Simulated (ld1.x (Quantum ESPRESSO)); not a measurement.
## Ge (Z = 32): variants of one TM potential

Base potential:

Ge, norm-conserving Troullier–Martins (Kleinman–Bylander form), made with ld1.x (Quantum ESPRESSO) 7.5 (LDA (PZ), scalar-relativistic). Core [Ne], reference 3s2 3p6 3d10 4s1.5 4p2.5. Waves: 3s (bound): rc 0.70 bohr; 3p (bound): rc 0.95 bohr; 3d (bound): rc 0.80 bohr. Local part: the d channel. Core correction: Bessel-smoothed model core inside 0.70 bohr.

Occupied shells without a wave of their own: 4p, 4s. They enter only through the test configuration that unscreens the potential, and ld1.x also counts them in the model core charge.

Cutoffs, loose and tight: the cutoffs (Ry, on a coarse ladder) from which the occupation-weighted sum of valence levels, in a spherical-Bessel basis at the reference potential, stays within 10 and 1 mRy of its value at 400 Ry. They do not see the model core or the augmentation charge, which bear on the density cutoff. Test errors are all-electron minus pseudo excitation energies from the reference, over the configurations 3s2 3p6 3d10 4s2 4p2; 3s2 3p6 3d10 4s2 4p1; 3s2 3p6 3d10 4s2 4p0; 3s2 3p6 3d10 4s0 4p4; 3s2 3p6 3d10 4s0 4p0; 3s2 3p6 3d9 4s2 4p3; 3s2 3p5 3d10 4s2 4p2 (two spin-polarised tests are not counted in the largest error). A dash means not determined; rows that change the core or the reference have their own tests.

With those shells counted twice in exchange and correlation these files are broken, and their errors move erratically; no question is asked of them.

| change | outcome | cutoff, loose | cutoff, tight | bound ghosts | largest test error (meV) |
| --- | --- | --- | --- | --- | --- |
| base | generated, misses its reference levels by 0.88 eV | over 300 Ry | over 300 Ry | none | -5033 |
| wave 3p (bound): rc 0.95 bohr becomes 3p (bound): rc 0.62 bohr | generated, misses its reference levels by 0.88 eV | over 300 Ry | over 300 Ry | none | -4904 |
| wave 3p (bound): rc 0.95 bohr becomes 3p (bound): rc 0.72 bohr | generated, misses its reference levels by 0.88 eV | over 300 Ry | over 300 Ry | none | -4929 |
| wave 3p (bound): rc 0.95 bohr becomes 3p (bound): rc 0.88 bohr | generated, misses its reference levels by 0.88 eV | over 300 Ry | over 300 Ry | none | -5018 |
| wave 3p (bound): rc 0.95 bohr becomes 3p (bound): rc 0.94 bohr | generated, misses its reference levels by 0.88 eV | over 300 Ry | over 300 Ry | none | -5031 |
| wave 3p (bound): rc 0.95 bohr becomes 3p (bound): rc 1.06 bohr | generated, misses its reference levels by 0.88 eV | over 300 Ry | over 300 Ry | none | -4986 |
| wave 3p (bound): rc 0.95 bohr becomes 3p (bound): rc 1.22 bohr | generated, misses its reference levels by 0.88 eV | over 300 Ry | over 300 Ry | none | -4612 |
| wave 3p (bound): rc 0.95 bohr becomes 3p (bound): rc 1.28 bohr | generated, misses its reference levels by 0.88 eV | over 300 Ry | over 300 Ry | none | -4352 |
| wave 3p (bound): rc 0.95 bohr becomes 3p (bound): rc 1.44 bohr | generated, misses its reference levels by 0.88 eV | over 300 Ry | over 300 Ry | none | -3555 |

Reading the sweep of the p radius (base included, trends over the rows without a ghost): The median size of the test errors (rows with all tests solved) stays near 747.3 meV.
